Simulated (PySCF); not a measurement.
A structure optimised at PBE-D3(BJ)/def2-SVP, used in a PySCF frequency run:

```xyz
7

B      0.0224     0.6444     0.0000
Br    -0.0006    -0.3467     1.6494
Br    -0.0006    -0.3467    -1.6494
C      0.0082     2.2066     0.0000
H      0.4703     2.6399    -0.9082
H     -1.0585     2.5301     0.0000
H      0.4703     2.6399     0.9082
```

Question: Write its SMILES, formula and point group.

Answer: CB(Br)Br, CH3BBr2, Cs

Question: What are its rotational constants (standard atomic weights)?

Answer: 4.8970, 1.1539, 0.93932 GHz
